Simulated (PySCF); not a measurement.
Compound: C7H9FO.
Structure used (PBE0-D3(BJ)/def2-SVP), in Å, numbered top down from 1:
```
atom  x, y, z in Å
C1    -1.291   -0.440   -0.127
C2     0.131    0.096   -0.127
C3     0.572    0.558    1.261
C4     2.011    0.962    1.299
C5     2.893    0.540    0.384
F6     4.160    0.931    0.412
C7     2.548   -0.401   -0.712
O8     3.363   -0.741   -1.535
C9     1.129   -0.921   -0.676
H10   -1.610   -0.721   -1.142
H11   -1.376   -1.336    0.510
H12   -2.000    0.311    0.253
H13    0.169    0.982   -0.788
H14   -0.056    1.398    1.601
H15    0.400   -0.254    1.995
H16    2.369    1.620    2.097
H17    0.871   -1.255   -1.692
H18    1.130   -1.823   -0.034
```

The calculation used TDDFT CAM-B3LYP/def2-SVPD, vertical, gas phase, core orbitals frozen in the response in PySCF 2.14.0, density-fitted response routines.

Orbital energies (eV): HOMO-3 -11.17, HOMO-2 -11.11, HOMO-1 -9.07, HOMO -8.99, LUMO -0.62, LUMO+1 1.08, LUMO+2 1.65.

Lowest singlets, with some entries withheld (?).

| state | E (eV) | f | main configurations (H = HOMO, L = LUMO) |
| --- | --- | --- | --- |
| S1 | 3.94 | 0.0002 | H→L (80%), H-1→L (14%) |
| S2 | ? | ? | ? |
| S3 | 6.99 | 0.0004 | H-3→L (56%), H-2→L (28%) |
| S4 | ? | ? | ? |
| S5 | 7.41 | 0.0081 | H→L+3 (25%), H→L+1 (20%), H-1→L+1 (19%) |
| S6 | 7.47 | 0.044 | H-2→L (52%), H-3→L (31%) |

Q: Fill in the withheld entries.

A: 
- S2: E = 5.61 eV; f = 0.249; H-1→L (82%), H→L (14%)
- S4: E = 7.33 eV; f = 0.0049; H-1→L+1 (42%), H→L+1 (24%), H-1→L+2 (20%)

Q: How far apart are S4 and S6, in eV and cm⁻¹?

A: 7.474 − 7.333 = 0.141 eV, or about 1130 cm⁻¹.

Q: Which level carries the most intensity, and what share of the listed sum of f?

A: S2, with f = 0.249 of 0.307, 81%.

Q: What is the mean static polarisability from the same response equations?

A: 84.2 au (12.48 Å³), with principal values 62.7, 86.0 and 103.8 au.

One conformer stands for the species.
